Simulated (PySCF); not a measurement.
## [VI4]2-: bond length varied

The complex [VI4]2- (charge -2) contains V(II), shell d3. The structure is a model geometry with rigid ligands and bond lengths from ionic radii, not a minimum; coordination tetrahedral, point group Td, metal–donor distances 2.73 Å.

```
5

V     0.000    0.000    0.000
I     1.576    1.576    1.576
I    -1.576   -1.576    1.576
I    -1.576    1.576   -1.576
I     1.576   -1.576   -1.576
```

Method (PySCF 2.14, density fitting): CASSCF(3,5) with orbitals averaged over all microstates of the shell, strongly contracted NEVPT2 on the averaged canonical orbitals; basis x2c-TZVPall on the metal, x2c-SVPall elsewhere; spin-free X2C; IEF-PCM water; spin-orbit coupling by state interaction with the mean-field operator over all roots.

All metal–ligand distances are scaled together.

```tsv
bond length	group	ground	next state (NEVPT2) / cm⁻¹	orbital energies above the lowest (CASSCF fit) / cm⁻¹	μeff(300 K) / μB
2.512 Å	Td	4T1	4T2 3629	0 0 3492 3492 3492	4.23
2.621 Å	Td	4T1	4T2 2967	0 0 2883 2883 2883	4.14
2.730 Å	Td	4T1	4T2 2452	0 0 2391 2391 2391	4.05
2.839 Å	Td	?	?	?	?
2.948 Å	Td	4T1	4T2 1705	0 0 1664 1664 1664	3.92
```

Question: Fill in the row at 2.839 Å.

Answer: ground: 4T1; next state (NEVPT2) / cm⁻¹: 4T2 2040; orbital energies above the lowest (CASSCF fit) / cm⁻¹: 0 0 1992 1992 1992; μeff(300 K) / μB: 3.98.

Question: With what power of the bond length does 10Dq, as fitted to the states, fall?

Answer: A log–log fit of these points gives 10Dq ∝ R^−4.7; a point-charge model has R^−5 (correlation -1.000).

At 2.512 Å, 2.621 Å, 2.730 Å, 2.839 Å, 2.948 Å the ground state is orbitally degenerate, so the regular structure would distort there (Jahn–Teller).

NEVPT2 lifts 4A2 from 4574 to 5327 cm⁻¹; on the d shell alone such lifts tend to overshoot.
